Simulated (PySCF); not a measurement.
C₇H₁₀ClF.
Numbering: `[F:1][C@@H:2]1[CH2:3][CH2:4][C@@H:5]([Cl:6])[C@@H:7]2[CH2:8][C@H:9]12` (hydrogens: H10 on C2; H11, H12 on C3; H13, H14 on C4; H15 on C5; H16 on C7; H17, H18 on C8; H19 on C9)

Structure used (PBE0-D3(BJ)/def2-SVP), in Å, numbered top down from 1:
```
atom  x, y, z in Å
F1    -0.214    0.955    0.221
C2    -0.514    0.233   -0.927
C3    -1.987   -0.124   -0.890
C4    -2.272   -1.284    0.051
C5    -1.585   -2.554   -0.424
Cl6   -2.412   -3.151   -1.928
C7    -0.125   -2.356   -0.734
C8     0.775   -1.676    0.247
C9     0.403   -0.973   -1.027
H10   -0.318    0.906   -1.778
H11   -2.312   -0.400   -1.906
H12   -2.552    0.772   -0.595
H13   -1.911   -1.043    1.065
H14   -3.353   -1.468    0.137
H15   -1.719   -3.370    0.300
H16    0.313   -3.175   -1.312
H17    0.350   -1.273    1.169
H18    1.796   -2.052    0.351
H19    1.182   -0.903   -1.790
```

Linear response at wB97X-D/def2-SVPD (PySCF, frozen core in the response, non-relativistic).

Static isotropic polarisability: 89.73 au (13.30 Å³), principal values 81.3, 87.9, 100.0 au.

What is the polarisability at 1064 nm and at the sodium D line?

90.30 au at 1064 nm (+0.6 %), 91.63 au at 589.3 nm (+2.1 %). The rise at 589.3 nm is 3.33 times that at 1064 nm; a pure ω² law gives 3.26. The lowest singlet lies at 170 nm, shorter than both wavelengths.

What is the isotropic C6 coefficient between two such molecules, C6 = (3/π)∫α(iω)² dω?

3689 au (Eh·bohr⁶) by a ten-point quadrature over imaginary frequencies, which is 2200 eV·Å⁶ or 213 J·nm⁶/mol.

Which effective excitation energy ω̄ makes London's formula C6 = (3/4)α²ω̄ exact here?

ω̄ = 4·C6/(3α²) = 0.611 Eh = 16.6 eV. A one-pole form α(ω) = α/(1 − ω²/ω̄²) fitted to the 1064 nm value gives 14.7 eV.

What molar refraction at the D line follows from R = (4π/3)·N_A·α′, with α′ the polarisability volume?

α′ = 13.58 Å³ gives R = 34.25 cm³/mol, for isolated, non-vibrating species.

What n − 1 at the D line would an ideal gas of it have at 273.15 K and 1 atm (2.6868 × 10¹⁹ cm⁻³), by n − 1 = 2π·N·α′?

22.92 × 10⁻⁴, a formal value whether or not that pressure can be reached.

What three-body coefficient follows from the one-pole estimate C9 = (3/4)·α·C6?

248000 au. This is an estimate from the two numbers above, not a computed integral.

The lowest 6 singlets have (eV, f): 7.29, 0.002; 7.33, 0.006; 8.04, 0.025; 8.34, 0.019; 8.46, 0.005; 8.60, 0.109. What share of the static polarisability do they carry in the sum over states α = Σ f/ω²?

1.75 au, 2.0 % of α; the largest term, 1.10 au, is that of the state at 8.60 eV. Their oscillator strengths add up to 0.17. Higher states carry the rest.

How anisotropic is the static polarisability, by Δα² = ½[(α1 − α2)² + (α2 − α3)² + (α3 − α1)²]?

Δα = 16.4 au, or 0.18 of the isotropic value.

What does −C6/R⁶ come to at R = 10 Å between centres?

-210 J/mol. This is the leading, orientation-averaged term; C8 and higher terms are left out.

One conformer stands for the species.

The pairwise dispersion term of wB97X-D wasn't added to the energies; at a given geometry it leaves orbitals and properties as they are.
